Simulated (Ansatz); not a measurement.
K₂, closed-shell singlet (the spin of the measured ground state), most abundant isotopes (38.9637 and 38.9637 u). Constants from fifth-degree fits in 1/R to seven points on the lowest solution found; no spin–orbit coupling, no relativity up to Kr; ω_e x_e and α_e move by some per cent with the fit.

Correlated levels freeze the inner cores; with def2 sets outer-core shells near the valence are correlated too.

The values were computed with Ansatz (Gaussian orbitals). Each number belongs to the level named beside it.

At CCSD(T)/def2-QZVPP: B₀ = 0.055224 cm⁻¹, fundamental 92 cm⁻¹.

Task: Taking the state as ¹Σ, work out the ideal-gas entropy and heat capacity at 298.15 K and 1 bar (rigid rotor, harmonic oscillator at the fundamental, no nuclear spin).

Result: 
Translation: S = R(1.5 ln M + 2.5 ln T − 1.1517) with M = 77.927 u gives 163.18 J/(mol K). Rotation: q = kT/(σhcB₀) = 1876.2 with σ = 2 and hc/k = 1.43878 cm K, S = R(ln q + 1) = 70.98. Vibration: u = hcν/kT = 0.442, S = R(u/(eᵘ − 1) − ln(1 − e⁻ᵘ)) = 15.17. Sum S° = 249.3 J/(mol K). C_p = 7R/2 + R u² eᵘ/(eᵘ − 1)² = 37.28 J/(mol K).

Doubts at one or more of the structures used: a restricted determinant that unrestricted orbitals would lower (CCSD(T)/def2-QZVPP).

Ansatz is a program for electronic structure.
